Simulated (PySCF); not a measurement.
SMILES F[SiH](F)/C=C/[SiH3] (C2H6F2Si2), B3LYP/def2-SVP optimised geometry.

```
12

Si     0.32    -2.37     0.00
C     -0.30    -0.59     0.00
C      0.49     0.51     0.01
Si    -0.19     2.23     0.01
F      0.21     3.00     1.37
F     -1.81     2.12    -0.02
H     -0.18    -3.08    -1.21
H     -0.18    -3.08     1.21
H      1.81    -2.37     0.00
H     -1.39    -0.43     0.00
H      1.59     0.38     0.01
H      0.24     3.08    -1.12
```

Density from B3LYP/def2-TZVP (PySCF) at that geometry.

Minimum of the electron density along straight lines between bonded atoms, close to the bond critical point (lines longer than 1.1 times the sum of covalent radii, or with two minima, are not listed):

```csv
bond,length / Å,ρ at the minimum / e bohr⁻³,∇²ρ there / e bohr⁻⁵,position (fraction from the first atom)
Si1–C2,1.884,0.119,0.18,0.39
C2–C3,1.349,0.339,-1.00,0.50
C3–Si4,1.854,0.131,0.17,0.61
Si4–F5,1.620,0.133,0.89,0.42
Si4–F6,1.621,0.132,0.89,0.42
Si1–H7,1.493,0.120,0.14,0.49
Si1–H8,1.493,0.120,0.14,0.49
Si1–H9,1.491,0.120,0.14,0.49
C2–H10,1.100,0.276,-0.95,0.65
C3–H11,1.100,0.274,-0.94,0.65
Si4–H12,1.479,0.129,0.12,0.49
```
